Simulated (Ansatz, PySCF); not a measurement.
Process, species as SMILES: CCCCCCO → CCCCC[CH]O + H atom (the C-H bond at the site shown breaks; other sites are not compared here)
Geometries: B3LYP-D3(BJ)/def2-TZVP minima from Ansatz (a first-principles code), one conformer each, not searched for the lowest. Frequencies are from Ansatz or PySCF.

Quantity: bond dissociation energy (enthalpy at 298 K, with B3LYP-D3(BJ) rigid-rotor harmonic-oscillator terms), in kcal/mol. Correlated levels leave the core frozen unless marked. UHF or UKS for open shells. Spin-orbit coupling is left out. Non-relativistic. CBS(X,Y): correlation extrapolated as X^-3; Hartree-Fock from the larger set. [CCSD(T)-MP2]/basis is that difference in the basis named.

```json
[
 {"level": "HF/cc-pVTZ", "program": "Ansatz", "bond dissociation energy (kcal/mol)": "71.6"}
]
```

Predict the RI-MP2/CBS(cc-pVTZ,cc-pVQZ)+[CCSD(T)-MP2]/cc-pVTZ result (Ansatz).

96.1 kcal/mol
